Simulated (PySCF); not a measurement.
Species: C₂H₆OSi.
InChI=1S/C2H6OSi/c1-2-4-3/h2-3H,1,4H2

Torsions of this conformer, `[CH2:1]=[CH:2][SiH2:3][OH:4]`: C1–C2–Si3–O4 5°, H–O4–Si3–C2 53°.

The closed-shell ground state was solved at several levels (PySCF, density fitting, gas phase, non-relativistic). Isolated species at its GFN2-xTB geometry (one conformer only).

```
              level  basis functions  HOMO (eV)  LUMO (eV)  gap (eV)  dipole (D)
     PBE0/def2-SVPD              135      -8.03      -0.46      7.57        1.60
CAM-B3LYP/def2-SVPD              135      -9.36       0.66     10.02        1.61
```

(1) Estimate the row for PBE0/pcSseg-1, a basis of 105 functions; the other rows only guide the guess.

(2) Over all these levels, which gives the widest orbital gap and which the narrowest?

(3) How far do the dipole and the HOMO energy spread over the levels?

## Answers

(1) HOMO -8.01 eV, LUMO -0.35 eV, gap 7.66 eV, dipole 1.67 D.

(2) CAM-B3LYP/def2-SVPD (range-separated hybrid) has the widest, 10.02 eV, and PBE0/def2-SVPD (global hybrid, 25 % exact exchange) the narrowest, 7.57 eV. The two share the basis. From the narrowest to the widest the HOMO moves by -1.33 eV and the LUMO by +1.12 eV.

(3) The dipole runs from 1.60 to 1.67 D (mean 1.63 D) and the HOMO from -9.36 to -8.01 eV.
